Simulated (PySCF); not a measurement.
H₇NOSi₂, SMILES N[SiH2]O[SiH3].

Geometry: B3LYP-D3(BJ)/def2-SVP. Other conformers were not sampled.

All values below come from B3LYP-D3(BJ)/def2-SVP run with PySCF 2.14.0.

Frequencies are harmonic and unscaled.

```
mode  ν (cm⁻¹)  IR (km/mol)  moving atoms (share of kinetic energy)
----  --------  -----------  --------------------------------------
1           24          0.0                 H 44 %, O 38 %, Si 14 %
2           64          0.3         N 34 %, Si 30 %, O 19 %, H 18 %
3           66          0.3                          H 80 %, O 16 %
4          245         10.9                                  H 98 %
5          296        176.4                          H 83 %, Si 8 %
6          343         84.8         N 39 %, O 27 %, Si 21 %, H 13 %
7          553         23.7                          H 88 %, Si 9 %
8          605          5.0                 Si 62 %, O 19 %, H 17 %
9          730         38.3                          H 85 %, Si 9 %
10         746         43.3                 H 79 %, O 10 %, Si 10 %
11         804         45.4                                  H 88 %
12         854         19.9                 N 50 %, H 28 %, Si 21 %
13         890         63.5                          H 77 %, N 16 %
14         930        591.2                         H 75 %, Si 20 %
15         951        209.3                         H 87 %, Si 11 %
16         958         86.5                                  H 96 %
17         964        149.3                                  H 94 %
18        1023        173.2                         H 85 %, Si 14 %
19        1077        271.3                 O 72 %, H 14 %, Si 14 %
20        1540         45.2                          H 89 %, N 11 %
21        2206        155.9                                  H 96 %
22        2211        116.4                                  H 98 %
23        2244        134.0                                  H 97 %
24        2253        184.6                                  H 95 %
25        2255         87.0                                  H 98 %
26        3581         28.4                                  H 96 %
27        3675         32.7                           H 91 %, N 9 %
```
